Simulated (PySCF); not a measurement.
isopropylamine cation (C₃H₉N), SMILES CC(C)N (connectivity only; charge and spin as stated), charge +1, multiplicity 2. Geometry optimised at B3LYP-D3(BJ)/def2-SVP. The multiplicity is an assumed one; other spin states were not compared. One conformer was computed; it need not be the lowest.

Method: B3LYP-D3(BJ)/def2-SVP (PySCF 2.14.0).

Harmonic wavenumbers (cm⁻¹): 155, 202, 239, 357, 401, 421, 687, 803, 879, 958, 969, 983, 1056, 1092, 1147, 1234, 1256, 1383, 1405, 1443, 1455, 1463, 1471, 1579, 2676, 3045, 3049, 3137, 3138, 3162, 3165, 3436, 3557. Rotational constants (GHz): 8.483, 7.686, 4.511; symmetry number 1.

Problem. Work out the zero-point energy and the ideal-gas rigid-rotor harmonic-oscillator thermochemistry at 298.15 K and 1 atm.

Solution. ZPE = ½ Σ hcν = ½ × 51406 cm⁻¹ = 307.48 kJ/mol. H − E(el) = 325.71 kJ/mol. Entropy in J/(mol K): translation 159.62, rotation 102.53, vibration 45.49, spin 5.76, total 313.40. G − E(el) = 232.27 kJ/mol. Cp = 96.25 J/(mol K).
